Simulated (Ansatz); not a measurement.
Two structures of C₂H₇In, closed shell, reached by relaxing down either side of one saddle point (PBE0-D4/def2-TZVP). Energies are electronic, without zero-point energy. Computed with Ansatz 0.2.0 (basis: def2-TZVPP and def2-QZVPP); correlated methods freeze the cores. Filled d shells of the heavier atoms are correlated. Core potentials replace the inner electrons of the atoms past krypton. The def2 sets are not built for correlating such inner shells, so the correlated values are less sure here. Extrapolation: Hartree–Fock as exp(−7.88 √X), correlation as X^−2.97. First:

In1  (1.774, 0.585, 1.239)
C2  (1.086, 1.518, -0.678)
H3  (-1.019, -0.581, -0.174)
C4  (-1.149, -1.429, 0.498)
H5  (0.081, 1.944, -0.578)
H6  (1.758, 2.327, -0.985)
H7  (1.058, 0.784, -1.491)
H8  (-0.314, -2.122, 0.385)
H9  (-1.196, -1.083, 1.532)
H10  (-2.077, -1.944, 0.252)
(Å)

Second:

```csv
atom,x (Å),y (Å),z (Å)
In1,0.8269,-0.1463,2.0760
C2,0.5789,1.3356,-1.2214
H3,-0.0022,0.4207,-1.1040
C4,-0.7246,-1.4606,1.1347
H5,0.2026,2.1022,-0.5431
H6,1.6297,1.1411,-1.0030
H7,0.4875,1.6902,-2.2479
H8,-0.3256,-1.9853,0.2592
H9,-1.0795,-2.2186,1.8420
H10,-1.5940,-0.8790,0.8076
```

Problem. Which bonds change from the first to the second?

Solution. CH₃In ([CH3][In]) + CH₄ → CH₃In ([CH3][In]) + CH₄; bonds formed: In1–C4, C2–H3; bonds broken: In1–C2, H3–C4.

Problem. Give the saddle point's structure and its height above each. (An estimate is asked for; the value comes from the calculation.)

Solution. The calculation gives: 1.798 eV above the first and 1.798 eV above the second (CCSD(T) at an estimated basis limit (MP2 extrapolated from triple and quadruple zeta, plus CCSD(T) − MP2 in triple zeta)).
```xyz
10
angstrom
In 1.2082 0.2034 1.5360
C 0.5578 1.1489 -0.7117
H -0.0199 -0.0014 -0.0215
C -0.6746 -1.1680 0.5643
H 0.3661 2.1751 -0.3826
H 1.5536 1.1184 -1.1652
H -0.1615 0.9317 -1.5108
H -0.1760 -2.1418 0.5990
H -1.3474 -1.1003 1.4250
H -1.3064 -1.1659 -0.3324
```

The search had been set up for a 1,1-elimination (forming C2–H3, breaking In1–C2, In1–H3); from that guess it ended on this step instead.

No T1 diagnostic of these runs exceeds 0.015.

Labels in which every atom is bracketed show which atoms are joined, not bond orders.

For scale, one of the runs: CCSD(T)/def2-TZVPP, 210 basis functions, launched by `ansatz run in.yaml --threads 4 --pin off --events-out ev --progress --plain --max-ram 9574MiB`. The run took 68 s on 4 CPU threads of an Arm Neoverse V1 (shared host), with 3.2 GiB of host memory at its peak.
